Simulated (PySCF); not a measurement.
PySCF 2.14 output of an unrestricted B2PLYP calculation on a single atom or ion in aug-cc-pVTZ-PP with one added diffuse shell each of s, d, f type with ECP10MDF (7s5p5d3f, 68 functions), with scalar relativity through the core potential:

```
SCF conv_tol = 1e-09
number electrons alpha = 14  beta = 10
    A. D. Becke.,  Phys. Rev. A 38, 3098 (1988)
    C. Lee, W. Yang, and R. G. Parr.,  Phys. Rev. B 37, 785 (1988)
    B. Miehlich, A. Savin, H. Stoll, and H. Preuss.,  Chem. Phys. Lett. 157, 200 (1989)
cycle= 1 E= -415.539208382429  delta_E= -0.00227  |g|= 0.0236  |ddm|= 0.248
cycle= 2 E= -415.539287489592  delta_E= -7.91e-05  |g|= 0.0102  |ddm|= 0.0581
cycle= 3 E= -415.539303504196  delta_E= -1.6e-05  |g|= 0.000554  |ddm|= 0.0117
cycle= 4 E= -415.539304000111  delta_E= -4.96e-07  |g|= 8.63e-05  |ddm|= 0.00694
cycle= 5 E= -415.539304013987  delta_E= -1.39e-08  |g|= 9.15e-06  |ddm|= 0.00118
cycle= 6 E= -415.539304014157  delta_E= -1.7e-10  |g|= 4.76e-07  |ddm|= 0.000139
converged SCF energy = -415.539304014157  <S^2> = 6.000368  2S+1 = 5.0001472
```

The run itself started from symmetry-adapted Hartree-Fock orbitals and held the occupation by maximum overlap, on a logarithmic radial grid, so the iterations belong to that start.

Which element, charge and spin multiplicity is this?

Br⁺ (bromine, charge +1), multiplicity 5; the state was [Ar] 3d10 4s2 4p3 5s1, high-spin 5S determinant (an excited configuration). The SCF energy lacks the PT2 part of the double hybrid.

Energies and moments cover only the electrons outside the core potential. The outer electron is Rydberg-like, and this basis confines it to a smaller radius and binds it less than a complete one would.
